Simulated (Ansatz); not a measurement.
Geometry optimisation, Ansatz, RKS PBE-D4/def2-SVP.

Input file:

```yaml
crystal:
  periodic: [false, false, false]
  atoms:
    - { symbol: Al, position_ang: [-1.307358, -0.335073, -0.879114] }
    - { symbol: O, position_ang: [0.861659, -1.921913, 0.772359] }
    - { symbol: H, position_ang: [-0.727131, -1.080186, -2.167118] }
    - { symbol: H, position_ang: [-2.530323, -0.776535, 0.040456] }
    - { symbol: H, position_ang: [1.044685, 1.136503, 1.036234] }
    - { symbol: "N", position_ang: [-0.60478, 1.382274, -0.556098] }
    - { symbol: H, position_ang: [1.245011, -1.175547, 1.271118] }
    - { symbol: F, position_ang: [1.672072, 0.915155, 1.676255] }
    - { symbol: H, position_ang: [1.531755, -2.084678, 0.081699] }
    - { symbol: H, position_ang: [-0.057932, 1.870595, -1.271884] }
    - { symbol: H, position_ang: [-1.127659, 2.069405, -0.003807] }
basis:
  gaussian: { orbitals: def2-SVP }
hamiltonian:
  xc: pbe
  dispersion: d4
relax:
  f_tol: 0.03
  max_steps: 50
output:
  orbitals: {}
```

Launched with:

```bash
$ ansatz run input.yaml --threads 2 --pin off --max-ram 3072MiB --backend cpu --events-out ev --progress --plain --runs-dir out
```

Question: Where does it end, and by what steps?

Answer: It converged. After 19 steps the energy has fallen by 2.045 eV; H7 moved furthest, 0.80 Å. Parted: O2–H7, H5–F8. Joined: Al1–O2, H5–N6, H7–F8.

```tsv
step	energy less start (eV)	largest force component (eV/Å)	accepted
0	0.0000	1.198	yes
1	-0.3313	0.797	yes
2	-0.7516	1.406	yes
3	-1.2340	0.905	yes
4	-1.4427	1.035	yes
5	-1.2112	1.970	no
6	-1.6075	0.509	yes
7	-1.6892	0.558	yes
8	-1.7603	1.558	yes
9	-1.8872	0.575	yes
10	-1.8825	2.631	no
11	-1.9868	0.487	yes
12	-2.0352	0.229	yes
13	-2.0378	0.293	yes
14	-2.0258	0.747	no
15	-2.0419	0.048	yes
16	-2.0437	0.097	yes
17	-2.0446	0.091	yes
18	-2.0441	0.290	no
19	-2.0451	0.016	yes
```

```xyz
11
Properties=species:S:1:pos:R:3
Al -0.802 -0.707 -0.585
O 0.542 -1.376 0.429
H -0.570 -0.928 -2.162
H -2.256 -0.839 0.082
H 0.490 1.191 0.488
N -0.292 1.232 -0.227
H 1.284 -0.383 1.141
F 1.617 0.502 1.508
H 0.976 -2.217 0.216
H 0.066 1.726 -1.055
H -1.055 1.800 0.165
```

Whether the end is a true minimum wasn't checked by a vibrational analysis.

Time of the run: 33 s on 2 threads of Arm Neoverse V2 (shared host), peak memory 0.15 GiB.
